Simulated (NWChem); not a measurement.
Molecule: BeHI; SMILES [I][BeH]

All runs: NWChem. Structure relaxed at the PBE0-D3(BJ)/def2-TZVP level. def2 effective core potentials on I; no spin-orbit coupling.

Problem. Estimate the computed values for TPSS/def2-SVP (core potentials). Quantities: highest occupied level (eV); orbital gap (eV); dipole (D).

Solution. 
```json
{
  "highest occupied level (eV)": "-7.12",
  "orbital gap (eV)": "5.58",
  "dipole (D)": "0.08"
}
```
